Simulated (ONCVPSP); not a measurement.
# Which change was made? (As, ONCV)

```
Element                 : arsenic
Generator               : ONCVPSP 4.0.1
Type                    : optimised norm-conserving Vanderbilt (ONCV)
Functional              : PBE
Relativity              : scalar-relativistic
Frozen core             : [Ar]
Valence charge          : 15
Reference configuration : 3d10 4s1.75 4p3.25
Partial waves           : 4s: rc 1.75 bohr, ncon 4, nbas 9, qcut 3.3 1/bohr, 3 projectors, debl 3.3 Ha; 4p: rc 1.75 bohr, ncon 4, nbas 7, qcut 5.6 1/bohr, 1 projector; 3d: rc 0.70 bohr, ncon 5, nbas 10, qcut 25.3 1/bohr, 3 projectors, debl 2.8 Ha
Local potential         : polynomial inside 0.70 bohr (lpopt 2, dvloc0 3 Ha)
Core correction         : Teter function, fcfact 2.75, rcfact 1.25
```

Cutoffs, loose and tight: the cutoffs (Ha) at which the residual kinetic energy of the hardest occupied pseudo-wave falls to 1 and 0.1 mHa per electron. They do not see the model core or the augmentation charge, which bear on the density cutoff. Test errors are all-electron minus pseudo excitation energies from the reference, over the configurations 3d10 4s2 4p3; 3d10 4s2 4p2; 3d10 4s2 4p1; 3d10 4s1 4p4; variants that change the core or the reference have their own tests.

The base gives: outcome: generated; cutoff, loose: 233 Ha; cutoff, tight: 264 Ha; bound ghosts: none; GHOST(+) flags above zero: s, p; largest test error (meV): -4.3.

After one change the result is: outcome: generated; cutoff, loose: 233 Ha; cutoff, tight: 264 Ha; bound ghosts: none; GHOST(+) flags above zero: s, p; largest test error (meV): +4.0. Which change was it?
A. s: qcut 4.6
B. s: qcut 2.2; p: qcut 3.7; d: qcut 16.8
C. all radii but the core radius scaled by about 1.26 (s 2.20, p 2.20, d 0.88 bohr); local potential polynomial inside 0.88 bohr (lpopt 2, dvloc0 3 Ha)
D. functional BLYP

A. The others give: all radii but the core radius scaled by about 1.26 (s 2.20, p 2.20, d 0.88 bohr); local potential polynomial inside 0.88 bohr (lpopt 2, dvloc0 3 Ha) → outcome: generated; cutoff, loose: 177 Ha; cutoff, tight: 202 Ha; bound ghosts: none; GHOST(+) flags above zero: s; largest test error (meV): -18 | functional BLYP → outcome: generated; cutoff, loose: 233 Ha; cutoff, tight: 264 Ha; bound ghosts: none; GHOST(+) flags above zero: s; largest test error (meV): +11 | s: qcut 2.2; p: qcut 3.7; d: qcut 16.8 → outcome: generated; cutoff, loose: 520 Ha; cutoff, tight: 765 Ha; bound ghosts: none; GHOST(+) flags above zero: s, p, d; largest test error (meV): -6.5.
